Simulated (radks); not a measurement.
Results of a calculation; reference values are marked as such.
Task: These are the eigenvalues of the occupied orbitals of an atom or ion with whole-number occupations (eV). Level of theory: scalar-relativistic Kohn-Sham, LDA (Slater exchange, Perdew-Wang correlation), spin-polarised, spherical densities, point nucleus (a radial shooting solver on a logarithmic mesh with Libxc functionals).

1s up: -41780.77
1s down: -41780.76
2s up: -6727.162
2s down: -6727.137
2p up: -6022.738
2p down: -6022.719
3s up: -1455.433
3s down: -1454.669
3p up: -1232.309
3p down: -1231.551
3d up: -918.2138
3d down: -917.6150
4s up: -294.1876
4s down: -292.1564
4p up: -221.2563
4p down: -219.2103
4d up: -116.9445
4d down: -114.8910
5s up: -45.5725
5s down: -44.1841
5p up: -27.8676
5p down: -26.7134
6s up: -8.6408
4f up: -7.9190

Which element is it, and in what charge state? The configuration may be excited. Open shells, if any, are filled with parallel spins first.

Result: Z = 59, praseodymium, charge +1: Pr+ in [Xe] 4f3 6s1. The list shows which subshells hold electrons but not how many an open one holds; the 1s level, -1535.4 hartree, gives Z - s = 55.4 by -(Z - s)^2/2, which with screening and relativity narrows Z to a few neighbours, and the depths of the outer levels then fix element, charge and occupations together.
